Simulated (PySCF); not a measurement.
**BeBr: one state, many levels of theory**

State: ²Σ⁺ (doublet), unpaired electrons σ ↑. Set-up: basis Be def2-SVP, Br def2-SVP; no relativity; PySCF 2.14. De refers to Be + Br in their high-spin ground configurations, without counterpoise correction. The functionals are run spin-unrestricted. A positive dipole means Be(−)Br(+).

| Level | Re (Å) | ωe (cm⁻¹) | De (eV) | μ (D) |
| --- | --- | --- | --- | --- |
| UHF | 2.004 | 692 | 3.00 | -1.22 |
| UHF-MP2 | 2.000 | 694 | 3.38 | n/a |
| UHF-SCS-MP2 | 2.003 | 689 | 3.16 | n/a |
| UHF-CCSD | 2.004 | 686 | 2.71 | n/a |
| UHF-CCSD(T) | 2.005 | 684 | 2.77 | n/a |
| PBE | 1.996 | 676 | 3.64 | -0.49 |
| BLYP | 2.001 | 668 | 3.40 | -0.50 |
| r²SCAN | 1.993 | 684 | 3.83 | -0.75 |
| r²SCANh | 1.991 | 688 | 3.78 | -0.80 |
| PBE0 | 1.988 | 690 | 3.58 | -0.72 |
| MN15 | 1.979 | 698 | 3.43 | -0.88 |
| ωB97X | 1.995 | 683 | 3.31 | -0.91 |

(1) Which functional lies closest to UHF-CCSD(T) in De, which farthest, and by how much do they differ from it?

(2) What does a quarter of exact exchange do here, going from PBE to PBE0?

(3) What does the step from GGA to meta-GGA do here, going from PBE to r²SCAN?

Correlated steps freeze 9 core orbitals. Correlated levels converge slowly with the basis: in double zeta they bind strong bonds too weakly, by up to about 1 eV, and carry superposition errors of some tenths. Spin–orbit coupling is left out. The state was picked by a PBE0 search and need not be the measured ground state.

Results:

(1) Closest is ωB97X (-1.0 pm in Re, -0.1 % in ωe, +0.54 eV in De against UHF-CCSD(T) in the same basis), farthest r²SCAN (-1.2 pm in Re, +0.0 % in ωe, +1.06 eV in De). CCSD(T) converges more slowly with the basis than the functionals do and binds too weakly in this one, so the order can change at the basis-set limit.

(2) PBE0 less PBE: -0.8 pm in Re, +2.1 % in ωe, -0.06 eV in De. Exact exchange removes part of the self-interaction that spreads semilocal densities, and in most molecules shortens and stiffens the bond and lowers De; so it does here.

(3) r²SCAN less PBE: -0.3 pm in Re, +1.2 % in ωe, +0.19 eV in De.
